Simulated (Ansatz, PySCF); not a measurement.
Torsion F1–Ge2–S3–H4 in FGeHS (SMILES [F][Ge][SH]); at each angle all else is relaxed with GFN2-xTB, and the levels are single points there.
Geometry at 180° (charge 0, multiplicity 1):
```xyz
4

F      1.6739    -0.6334     0.1724
Ge     0.9292     0.9438    -0.3066
S     -1.1634     0.4355     0.3441
H     -1.6547     1.6158    -0.0284
```

On the grid 0° to 330°, 270° is the highest and 180° the lowest point at wB97M-V/def2-TZVPP.

Cores are frozen in the correlated methods. Filled d and f shells under p-block atoms count as core. CBS: X⁻³ extrapolation of the correlation energy, Hartree–Fock from the larger set.

Run with Ansatz (Gaussian basis) for Hartree–Fock, density functionals and correlated methods; PySCF for the dispersion terms. 

PBE/def2-TZVPP gives 42.8 kJ/mol for the energy at 270° less that at 180°.

Task: Where do these levels fall relative to PBE: PBE-D3(BJ)/def2-TZVPP, r2SCAN/def2-TZVPP, B3LYP/def2-TZVPP, wB97M-V/def2-TZVPP, MP2/CBS(def2-TZVPP, def2-QZVPP), CCSD(T)/def2-TZVPP.

Result: PBE-D3(BJ)/def2-TZVPP 0.0; r2SCAN/def2-TZVPP 3.9; B3LYP/def2-TZVPP 0.3; wB97M-V/def2-TZVPP -1.2; MP2/CBS(def2-TZVPP, def2-QZVPP) -0.7; CCSD(T)/def2-TZVPP -0.4 kJ/mol. 2 of 6 lie above PBE; the widest gap is to r2SCAN/def2-TZVPP.

Ansatz is a quantum-chemistry and plane-wave program.
